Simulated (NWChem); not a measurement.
System: C2H5ClOSi; SMILES C=C[Si@H](O)Cl

The following NWChem deck was run.

```
start job
memory heap 200 mb stack 900 mb global 1100 mb
geometry units angstroms
  C      2.307810     1.310884    -0.336072
  C      1.615694     0.185085    -0.432371
  Si    -0.265269     0.095926    -0.505938
  O     -0.978280     1.490714    -0.085881
  Cl    -0.837787    -1.386200     0.759989
  H      1.819649     2.271624    -0.293186
  H      3.386254     1.329640    -0.299473
  H      2.162839    -0.748432    -0.478984
  H     -0.815516    -0.124722    -1.831071
  H     -0.917852     1.868044     0.788713
end
basis spherical
  * library 6-31g*
end
dft
  xc b3lyp
  iterations 150
end
driver
  maxiter 120
end
task dft optimize
task dft freq
```

The level has its own optimisation; frequencies are unscaled. Brackets give each atom's bonded neighbours.

**Question.** Predict the main results of this run. (B3LYP/6-31G* (spherical d).) Quantities: r C–C (Å); r C–H [C(CHH)–H(C)] (Å); r C–Si (Å); r C–H [C(CHSi)–H(C)] (Å); highest harmonic frequency (cm⁻¹); lowest (cm⁻¹); zero-point energy (kcal/mol); dipole (D).

**Answer.** 
```
Property                           Value
---------------------------------  -----
r C–C (Å)                          1.340
r C–H [C(CHH)–H(C)] (Å)            1.089
r C–Si (Å)                         1.860
r C–H [C(CHSi)–H(C)] (Å)           1.091
highest harmonic frequency (cm⁻¹)   3796
lowest (cm⁻¹)                         82
zero-point energy (kcal/mol)        42.5
dipole (D)                          2.59
```
